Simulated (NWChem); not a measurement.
HTeSI; SMILES S[Te]I

```xyz
4

Te     0.5974    -0.9743    -0.0037
I     -0.0802     1.6688     0.0148
S     -1.5294    -2.0639     0.0617
H     -1.7556    -2.0873    -1.2735
```
Atoms are numbered in this order, from 1.

All runs: NWChem. Coordinates come from a PBE0/def2-SVP optimisation. def2 effective core potentials on Te, I; no spin-orbit coupling. Static field.

```json
[
 {"level": "PBE/def2-SVPD", "isotropic polarisability (bohr³)": "107.1", "anisotropy (bohr³)": "60.9"},
 {"level": "B3LYP/def2-SVPD", "isotropic polarisability (bohr³)": "104.9", "anisotropy (bohr³)": "59.4"},
 {"level": "Hartree-Fock/def2-SVPD", "isotropic polarisability (bohr³)": "101.1", "anisotropy (bohr³)": "57.4"},
 {"level": "BHandHLYP/def2-SVPD", "isotropic polarisability (bohr³)": "102.1", "anisotropy (bohr³)": "57.7"}
]
```
